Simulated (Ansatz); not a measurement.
Isomers of Ge$_{3}$F$_{6}$ (singlet), relaxed with PBE-D4/def2-SVP; total energies from Ansatz at PBE0-D4/def2-TZVP.

```json
{"isomer": "A", "description": "point group not assigned; 9 × F–Ge 1.77 to 2.04 Å", "energy (Eh)": "-6829.29608"}
{"isomer": "B", "description": "point group not assigned; 9 × F–Ge 1.77 to 2.02 Å", "energy (Eh)": "-6829.29622"}
{"isomer": "C", "description": "point group not assigned; 9 × F–Ge 1.77 to 2.03 Å", "energy (Eh)": "-6829.29602"}
```

The isomers come from a short search, and lower ones may exist.

Question: Work out the relative energies (1 Eh = 2625.5 kJ/mol) and the Boltzmann populations at 500 K from electronic energies alone (R = 8.314 J/mol/K).

Answer: ΔE: A 0.4, B 0.0, C 0.5 kJ/mol. RT = 4.16 kJ/mol. Factors exp(−ΔE/RT): A 0.908, B 1, C 0.887; sum 2.795. Populations: A 32.5 %, B 35.8 %, C 31.7 %. Zero-point energy, vibrational entropy and symmetry numbers are left out and can shift these; an error of 4 kJ/mol changes a ratio by a factor of 2.6. Over the other density-functional and correlated levels in def2 sets, the gap between B and A ranges from 1 to 2 kJ/mol.
